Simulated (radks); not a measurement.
Spherical jellium clusters: N electrons in a uniform positive sphere of charge N and radius rs N^(1/3), rs = 3.58 bohr. Calculated with a radial shooting solver with Libxc functionals: non-relativistic Kohn-Sham, LDA (Slater exchange, Perdew-Wang correlation), spin-polarised, spherical densities. Levels are named by radial order and angular momentum (1s, 1p, 1d, 2s, ...), and open shells are averaged over m.

N = 27, configuration 1s2 1p6 1d10 2s2 1f(up 7, down 0). This is the lowest configuration that the search found. Occupied and some empty levels:

level,occupation,eigenvalue (eV),<r> (bohr)
1s up,1,-6.1064,6.581
1s down,1,-5.8509,6.166
1p up,3,-5.2944,7.759
1p down,3,-4.9267,7.568
1d up,5,-4.2604,8.569
1d down,5,-3.8400,8.517
2s up,1,-3.7279,6.904
2s down,1,-3.5099,7.153
1f up,7,-3.0426,9.266
1f down,0,-2.6079,9.319
2p up,0,-2.3086,8.380
2p down,0,-2.0968,8.520
1g up,0,-1.6857,9.983
1g down,0,-1.2683,10.16
2d up,0,-1.0152,10.49
2d down,0,-0.81463,10.84

Energy (eV): total -49.1148, kinetic 58.669, external -2185.2, Hartree 1078.6, exchange-correlation -109.44, background 1108.2.

Electron density:

r (bohr),n(r) (e/bohr^3)
0.777,0.006872
2.08,0.005871
3.37,0.004836
4.67,0.004649
5.97,0.005343
7.27,0.005946
8.56,0.005256
9.86,0.003245
11.2,0.001345
12.5,0.0004225
13.8,0.0001146
15.1,0.00002902
16.4,6.974e-06
